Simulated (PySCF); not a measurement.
An unknown shows these calculated signals:

¹H NMR (600 MHz, computed): δ 7.00 (m, 1H), 4.80 (s, 3H), 2.99 (s, 3H).

¹³C{¹H} NMR (computed): δ 177.3 (C), 164.6 (C), 155.7 (C), 113.9 (CH), 25.0 (CH3).

No relativistic terms, no solvent model, equivalent nuclei averaged, one conformer. Shielding tensors at PBE0/pcSseg-1 (GIAO); structure optimised with GFN2-xTB; PySCF 2.14.

Shifts are taken against calculated references (same method and geometry level): ¹H (31.72 ppm), ¹³C (186.93 ppm) vs TMS.

Task: Which of these does the molecule contain: a heteroaromatic ring, a benzene ring, a non-aromatic C=C double bond, an ester, a Si–H bond?

Result: 
- A heteroaromatic ring: yes.
- A benzene ring: no.
- A non-aromatic C=C double bond: no.
- An ester: no.
- A Si–H bond: yes (δH 4.80 (s)).

The data belong to `Cc1cc(F)c([SiH3])nn1`, C$_{5}$H$_{7}$FN$_{2}$Si; they needn't prove each group on their own.

Carbon signals by region: 2 in the far downfield region (above 160 ppm), 2 in the sp2 and nitrile region (100–160 ppm), 1 below 50 ppm. Above 160 ppm: 177.3, aromatic carbon bearing fluorine, 164.6, substituted aromatic carbon next to a ring nitrogen.

Splittings by ¹⁹F in the carbon and heteronuclear signals aren't shown, as no couplings were computed. Shifts are as computed. Against solution values, carbons near 30 ppm lie about +3 ppm off and those near 130 ppm about +5 ppm. Of 1211 compounds with measured shifts, 218 miss one by over three times the rms of a fit or turn the order of signals round; such compounds aren't used in these exercises. No couplings were computed; multiplicities are counted from neighbouring protons, with m where these are inequivalent, close in shift, in a saturated or five-membered ring or joined by F or P, and br s for small geminal =CH2 splittings.
